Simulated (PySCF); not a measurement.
# Computed properties of ClH₃MoN₂S, SMILES [NH]=[Mo]([NH2])(=[S])[Cl], multiplicity 1

ClH3MoN2S, SMILES [NH]=[Mo]([NH2])(=[S])[Cl], multiplicity 1. Coordinates come from a B3LYP-D3(BJ)/def2-SVP optimisation. The multiplicity is an assumed one; no other spin state was optimised. The structure was generated by enumeration; whether it is a known compound was not checked. The def2 effective core potentials stand for the cores of Mo; spin–orbit coupling is left out. The values are those of a single conformer. All values are computed for the isolated molecule unless a solvent is named; none is compared with measurement here.

**Structure.** All 18 harmonic modes at B3LYP-D3(BJ)/def2-SVP (PySCF) are real, so it is a minimum. With heavy atoms numbered as in [Mo:1](=[NH:2])(=[S:4])([Cl:5])[NH2:6], the shortest bond between them is Mo1–N2 at 1.725 Å and the longest Mo1–Cl5 at 2.305 Å.

**Vibrations.** The strongest infrared lines (harmonic, unscaled, degenerate partners summed) lie at 540 cm⁻¹ (307 km/mol, H 70 %, N 22 %), 3564 cm⁻¹ (167 km/mol, H 93 %), 3533 cm⁻¹ (137 km/mol, H 96 %). The softest mode is at 141 cm⁻¹ and the zero-point energy is 26.6 kcal/mol.

**Electronic structure.** r2SCAN/def2-TZVP (PySCF) places the frontier levels at -6.68 and -3.38 eV, a gap of 3.30 eV, and gives a dipole moment of 3.50 D and a mean polarisability of 90.2 bohr³. PBE/def2-TZVP (PySCF) at the same geometry gives -6.39 and -3.37 eV, so its gap is 0.28 eV narrower. An orbital gap is neither the optical nor the fundamental gap.

**Excitations.** TDA-CAM-B3LYP/def2-SVPD (PySCF) has S1 at 3.12 eV (397 nm, f = 0.001, dark); the most intense of the 10 singlets computed lies at 3.72 eV (f = 0.02). T1 (TDA) is at 2.66 eV, 0.46 eV under S1. TDA-PBE/def2-SVPD (PySCF) puts S1 at 3.14 eV. No vertical singlet excitation falls in the visible range (under 3.1 eV).
